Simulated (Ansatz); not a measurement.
Relaxation of CH4NSb (7 atoms, charge 0, multiplicity 1), to a largest force component of 0.02 eV/Å in at most 40 steps.

Method: RKS B3LYP-D4/def2-SVP (Ansatz).

```xyz
7
Properties=species:S:1:pos:R:3
C -0.854 -0.485 -0.690
N -0.465 -0.915 0.405
Sb 1.063 0.016 1.417
H -1.640 -0.931 -1.220
H -0.469 0.451 -1.150
H 0.355 1.616 1.233
H 2.071 0.181 -0.040
```

Task: Where does it end, and by what steps?

Result: It converged. After 14 steps the energy has fallen by 0.262 eV; H5 moved furthest, 0.90 Å.

| step | energy less start (eV) | largest force component (eV/Å) | accepted |
| --- | --- | --- | --- |
| 0 | 0.0000 | 2.186 | yes |
| 1 | 0.1944 | 2.786 | no |
| 2 | -0.0898 | 1.415 | yes |
| 3 | -0.1373 | 0.789 | yes |
| 4 | -0.1661 | 0.438 | yes |
| 5 | -0.1941 | 0.267 | yes |
| 6 | -0.2163 | 0.148 | yes |
| 7 | -0.2349 | 0.379 | yes |
| 8 | -0.2481 | 0.318 | yes |
| 9 | -0.2242 | 0.818 | no |
| 10 | -0.2613 | 0.134 | yes |
| 11 | -0.2620 | 0.059 | yes |
| 12 | -0.2621 | 0.101 | yes |
| 13 | -0.2624 | 0.021 | yes |
| 14 | -0.2625 | 0.007 | yes |

```xyz
7
Properties=species:S:1:pos:R:3
C -1.003 -0.439 -0.695
N -0.138 -0.996 0.040
Sb 0.964 0.123 1.447
H -1.595 -1.060 -1.397
H -1.238 0.647 -0.725
H 0.653 1.687 0.752
H 2.418 -0.029 0.532
```

Whether the end is a true minimum wasn't checked by a vibrational analysis.

Run time: 29 s on 1 thread of Arm Neoverse V2, on a shared host, peak memory 0.15 GiB.
